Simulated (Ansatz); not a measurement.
## C6H7ClF+: where a starting geometry ends

The starting geometry of this gas-phase singlet was optimised with GFN2-xTB.

```xyz
15

C    -1.4587   -0.0456   -0.6743
C    -0.6909    0.3942    0.4650
C    -0.9623    0.8861    1.7302
C     0.2872    1.5192    1.7867
C     0.8632    2.6493    2.5052
C     0.7882    0.7638    0.5649
Cl    1.6089    1.4523    3.6444
F     1.2923    1.5236   -0.4342
H    -1.0989   -1.0312   -0.9891
H    -2.5251   -0.0816   -0.4668
H    -1.2604    0.6023   -1.5347
H    -1.8247    0.8844    2.3679
H     1.6377    3.2006    1.9756
H     0.1636    3.2924    3.0353
H     1.4803   -0.0605    0.7533
```

Question: Predict what it relaxes into with PBE-D3(BJ)/def2-SVP.

Answer: It keeps its bonds, and is `C[C+]1C=C(CCl)[C@@H]1F`.

The energy falls by 0.15 eV over 10 steps:

| step | E − E(last) (eV) |
| --- | --- |
| 1 | 0.146 |
| 2 | 0.048 |
| 3 | 0.017 |
| 4 | 0.010 |
| 5 | 0.005 |
| 6 | 0.002 |
| 7 | 0.000 |
| 8 | 0.000 |
| 9 | 0.000 |
| 10 | 0.000 |

Final geometry (Å):

```xyz
15

C    -1.4637    0.0551   -0.7126
C    -0.6822    0.3493    0.4858
C    -0.9679    0.7655    1.7971
C     0.2618    1.4401    1.7999
C     0.8209    2.6277    2.4818
C     0.8158    0.6498    0.6184
Cl    1.9231    1.7661    3.6230
F     1.3742    1.3787   -0.3795
H    -1.1586   -0.9527   -1.0831
H    -2.5554    0.0903   -0.5519
H    -1.1627    0.7490   -1.5295
H    -1.8589    0.7625    2.4396
H     1.4174    3.2659    1.8016
H     0.0808    3.2183    3.0513
H     1.4558   -0.2163    0.8876
```

No frequencies were run, so the end isn't proven a minimum. Run with Ansatz 0.2.0, 14 s on 4 threads of Arm Neoverse V2 (shared host).
